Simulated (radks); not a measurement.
Task: The mean radii <r> (bohr) of the occupied orbitals of an atom or ion are listed with their occupations. Method: scalar-relativistic Kohn-Sham, r2SCAN, spin-polarised, spherical densities, finite nucleus; meta-GGA in the generalised Kohn-Sham scheme; Fermi nuclear charge, rms radius of each element as measured or else 0.836 A^(1/3) + 0.57 fm; computed with a radial shooting solver on a logarithmic mesh with Libxc functionals.

orbital  occ.      <r>
1s          2  0.02609
2s          2   0.1099
2p          6  0.09595

Name the element and its charge. Open shells, if any, are filled with parallel spins first.

Result: Z = 55, caesium, charge +45: Cs45+ in [Ne]. The 1s radius gives Z: for a bare nucleus <r> = (2 gamma + 1)/(2Z) with gamma = sqrt(1 - (Z/c)^2), 0.02574 bohr for Z = 55, and screening makes it slightly larger (0.02609 here). The occupations add up to 10, and the charge is Z minus that.
